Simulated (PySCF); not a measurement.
A run for PySCF: R-M06-2X/def2-TZVPPD on CH2O2 (SMILES O=CO).

```python
from pyscf import gto, dft

mol = gto.M(
    atom='''
    O    -0.68993139   -0.78367052    2.61713479
    C    -0.10858271   -0.03410078    3.37464688
    O     0.79193193    0.86715105    3.02655266
    H    -0.27937249   -0.03180494    4.45535758
    H     0.91964491    0.83744388    2.05180507
    ''',
    basis='def2-tzvppd',
    charge=0, spin=0, verbose=4, max_memory=1800)
mf = dft.RKS(mol, xc='m062x').density_fit(auxbasis='def2-universal-jkfit')
mf.grids.level = 4
mf.conv_tol = 1e-9
mf.max_cycle = 150
mf.kernel()
mf.dip_moment()
```

Output:

```
PySCF version 2.14.0

[INPUT] verbose = 4
[INPUT] num. atoms = 5
[INPUT] num. electrons = 24
[INPUT] charge = 0
[INPUT] spin (= nelec alpha-beta = 2S) = 0
[INPUT] symmetry False subgroup None
[INPUT] Mole.unit = angstrom
[INPUT] Symbol           X                Y                Z      unit          X                Y                Z       unit  Magmom
[INPUT]  1 O     -0.689931390000  -0.783670520000   2.617134790000 AA   -1.303781371840  -1.480922654695   4.945667984171 Bohr   0.0
[INPUT]  2 C     -0.108582710000  -0.034100780000   3.374646880000 AA   -0.205191583763  -0.064441134834   6.377158370318 Bohr   0.0
[INPUT]  3 O      0.791931930000   0.867151050000   3.026552660000 AA    1.496534456998   1.638677993129   5.719355628974 Bohr   0.0
[INPUT]  4 H     -0.279372490000  -0.031804940000   4.455357580000 AA   -0.527937492838  -0.060102626008   8.419405613205 Bohr   0.0
[INPUT]  5 H      0.919644910000   0.837443880000   2.051805070000 AA    1.737877011750   1.582539577893   3.877349643294 Bohr   0.0

nuclear repulsion = 70.2479866515493
number of shells = 55
number of NR pGTOs = 200
number of NR cGTOs = 151
basis = def2-tzvppd
ecp = {}


******** <class 'pyscf.df.df_jk.DFRKS'> ********
method = DFRKS
initial guess = minao
damping factor = 0
level_shift factor = 0
DIIS = <class 'pyscf.scf.diis.CDIIS'>
diis_start_cycle = 1
diis_space = 8
diis_damp = 0
SCF conv_tol = 1e-09
SCF conv_tol_grad = None
SCF max_cycles = 150
direct_scf = False
XC library pyscf.dft.libxc version 7.1.2
    S. Lehtola, C. Steigemann, M. J. T. Oliveira, and M. A. L. Marques,  SoftwareX 7, 1–5 (2018)
XC functionals = m062x
    Y. Zhao and D. G. Truhlar,  Theor. Chem. Acc. 120, 215 (2008)
    Y. Zhao and D. G. Truhlar,  Theor. Chem. Acc. 120, 215 (2008)
radial grids:
    Treutler-Ahlrichs [JCP 102, 346 (1995); DOI:10.1063/1.469408] (M4) radial grids

becke partition: Becke, JCP 88, 2547 (1988); DOI:10.1063/1.454033
pruning grids: <function nwchem_prune>
grids dens level: 4
symmetrized grids: False
atomic radii adjust function: <function treutler_atomic_radii_adjust>
small_rho_cutoff = 0
Set gradient conv threshold to 3.16228e-05
Initial guess from minao.
tot grids = 116544
******** <class 'pyscf.df.df.DF'> ********
auxbasis = def2-universal-jkfit
init E= -190.176324392059
  HOMO = -0.389194997637649  LUMO = -0.0414809086935506  gap/eV = 9.46178
cycle= 1 E= -189.633331766896  delta_E= 0.543  |g|= 0.844  |ddm|= 1.61
  HOMO = -0.24721684035077  LUMO = 0.00491463526431754  gap/eV = 6.86085
cycle= 2 E= -189.490530255004  delta_E= 0.143  |g|= 1.27  |ddm|= 1.06
  HOMO = -0.379918686521261  LUMO = 0.00545141389175571  gap/eV = 10.48645
cycle= 3 E= -189.766689015525  delta_E= -0.276  |g|= 0.157  |ddm|= 0.621
  HOMO = -0.370591903361905  LUMO = 0.00477289687183458  gap/eV = 10.21420
cycle= 4 E= -189.770439099166  delta_E= -0.00375  |g|= 0.0599  |ddm|= 0.0955
  HOMO = -0.375320861973652  LUMO = 0.00634153705705742  gap/eV = 10.38556
cycle= 5 E= -189.771051543589  delta_E= -0.000612  |g|= 0.00875  |ddm|= 0.0359
  HOMO = -0.376187115915531  LUMO = 0.00618511499811092  gap/eV = 10.40488
cycle= 6 E= -189.771071989069  delta_E= -2.04e-05  |g|= 0.00258  |ddm|= 0.00851
  HOMO = -0.376697476194938  LUMO = 0.00628312757770999  gap/eV = 10.42143
cycle= 7 E= -189.7710743457  delta_E= -2.36e-06  |g|= 0.000638  |ddm|= 0.00334
  HOMO = -0.3766590270107  LUMO = 0.00628425310116754  gap/eV = 10.42042
cycle= 8 E= -189.771074502496  delta_E= -1.57e-07  |g|= 0.000219  |ddm|= 0.000843
  HOMO = -0.376720781150855  LUMO = 0.00628157198372037  gap/eV = 10.42202
cycle= 9 E= -189.771074516751  delta_E= -1.43e-08  |g|= 4.68e-05  |ddm|= 0.000229
  HOMO = -0.376721871104198  LUMO = 0.00628352416048017  gap/eV = 10.42211
cycle= 10 E= -189.771074517538  delta_E= -7.87e-10  |g|= 7.15e-06  |ddm|= 6.39e-05
  HOMO = -0.3767230495205  LUMO = 0.00628336293159393  gap/eV = 10.42214
Extra cycle  E= -189.771074517559  delta_E= -2.07e-11  |g|= 4.06e-06  |ddm|= 1.07e-05
converged SCF energy = -189.771074517559
Dipole moment(X, Y, Z, Debye):  1.16086,  1.30849,  0.40540
```

The run converged.

Cost: roughly 18 core-seconds.
